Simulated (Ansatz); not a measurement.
A set of 12 reactions (ligand exchange), with CCSD(T)/CBS values in kJ/mol:

```json
{"reaction": "`N[SiH2]OCO` + `N=C(F)S` → `N=C(F)S[SiH2]N` + `OCO`", "ΔE": "34.7"}
{"reaction": "`[CH3][AlH][CH2][GeH3]` + `O[Si](F)(Cl)Cl` → `F[Si](Cl)(Cl)[O][GeH3]` + `[CH3][AlH][CH3]`", "ΔE": "-45.1"}
{"reaction": "`F[SiH](F)[CH2][GeH3]` + H₂Te → `[GeH3][TeH]` + `C[SiH](F)F`", "ΔE": "-73.6"}
{"reaction": "`C[Si@H]1N[C@@H]1[GaH2]` + `CCN` → `CC[NH][GaH2]` + `C[SiH]1CN1`", "ΔE": "-54.8"}
{"reaction": "`C=[CH][SnH2][F]` + HBr → `[F][SnH2][Br]` + `C=C`", "ΔE": "-118.6"}
{"reaction": "`B[N](C)[ZnH]` + H₂S → `BS` + `C[NH][ZnH]`", "ΔE": "64.9"}
{"reaction": "`Cl[Si](Cl)(Cl)Cl` + H–F → `F[Si](Cl)(Cl)Cl` + HCl", "ΔE": "-47.4"}
{"reaction": "`C[Se][SiH2]S` + `OCO` → `OCO[SiH2]S` + `C[SeH]`", "ΔE": "-26.0"}
{"reaction": "`O[SiH2][SnH2][Cl]` + NH₃ → `[NH2][SnH2][Cl]` + `O[SiH3]`", "ΔE": "24.8"}
{"reaction": "`[CH3][Ga]([SH])[Br]` + CH₃OH → `C[O][Ga]([SH])[Br]` + CH₄", "ΔE": "-56.9"}
{"reaction": "`CC#[C][GeH3]` + `NC1=C[SiH2]1` → `[GeH3][NH]C1=C[SiH2]1` + `C#CC`", "ΔE": "7.3"}
{"reaction": "`NBC(F)F` + NH₃ → `NBN` + `FCF`", "ΔE": "-91.3"}
```

Gas-phase electronic energies from Ansatz, PBE0-D4/def2-TZVP geometries. CCSD(T)/CBS is the MP2 limit (def2-TZVPP, def2-QZVPP) plus CCSD(T) − MP2 in def2-TZVPP, frozen cores. This one scheme is used for every species. Functionals use def2-TZVPP. B3LYP here is the variant with VWN-RPA as its local correlation; programs differ in this. def2 core potentials past Kr. For Br, Ga, Ge, Se, Sn, Te, Zn outer-core shells are correlated without core-valence functions, which leaves a few kJ/mol of doubt a bond. Scalar relativity is left out up to krypton. One conformer a species, not always the lowest.

Problem. Give the mean, mean absolute and largest difference (level minus CCSD(T)/CBS, kJ/mol) for: PBE-D4, r2SCAN-D4, B3LYP-D4, ωB97X-V, ωB97M-V, PBE, B3LYP, HF/def2-TZVPP, MP2/def2-TZVPP, SCS-MP2/def2-TZVPP, CCSD/def2-TZVPP, HF/def2-QZVPP, MP2/CBS(def2), CCSD/CBS(def2). (Best estimate.)

Solution. Computed: 
```tsv
level	mean	mean absolute	largest
PBE-D4	2.3	6.1	15.0
r2SCAN-D4	-1.7	3.6	5.7
B3LYP-D4	-2.6	3.6	-9.6
ωB97X-V	-2.3	2.8	-6.9
ωB97M-V	-0.8	1.6	-5.4
PBE	1.3	5.8	10.9
B3LYP	-4.1	5.8	-11.8
HF/def2-TZVPP	-10.1	13.4	-22.6
MP2/def2-TZVPP	-0.7	3.2	7.9
SCS-MP2/def2-TZVPP	-2.7	5.4	-12.6
CCSD/def2-TZVPP	-1.3	5.0	-9.0
HF/def2-QZVPP	-10.8	14.3	-24.9
MP2/CBS(def2)	-0.3	2.7	8.6
CCSD/CBS(def2)	-1.0	1.7	-3.2
```

The largest T1 diagnostic in the set is 0.016, for `B[N](C)[ZnH]` (customary mark 0.02).

CCSD(T)/CBS is a level of theory with its own doubt, and the functionals carry their triple-zeta basis error, so these figures describe this set and don't rank the functionals.
